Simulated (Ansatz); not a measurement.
Species: ScCl₂, charge 1, multiplicity 1. 
Coordinates optimised at B3LYP-D3(BJ)/def2-TZVP (Ansatz, a quantum-chemistry and plane-wave program):
```xyz
3

Sc     0.4595     0.1534     0.5500
Cl     1.0673     0.2287    -1.5587
Cl    -1.6349    -0.4181     0.8793
```
Charge +1, spin multiplicity 1.

Basis-set convergence of Hartree-Fock and CCSD correlation energies (hartree) with Ansatz. Valence correlation only, unless marked. Spin-orbit coupling is left out. Frozen are the shells of the preceding noble gas and the d and f shells that filled before the atom's block. No relativistic terms.

| basis | functions | E(HF) | E(corr, CCSD) |
|---|---|---|---|
| def2-SVPD | 88 | -1678.29159 | -0.35925 |
| def2-TZVPPD | 169 | -1678.69500 | -0.46225 |
| def2-QZVPPD | 251 | -1678.73427 | -0.49810 |

Extrapolating the two largest sets (X = 3 and 4) as X^-3: E(corr) = (64·(-0.49810) - 27·(-0.46225))/37 = -0.5243 Eh, an estimate of the basis-set limit. The largest set recovers 95.0 % of it, the smallest 68.5 %.
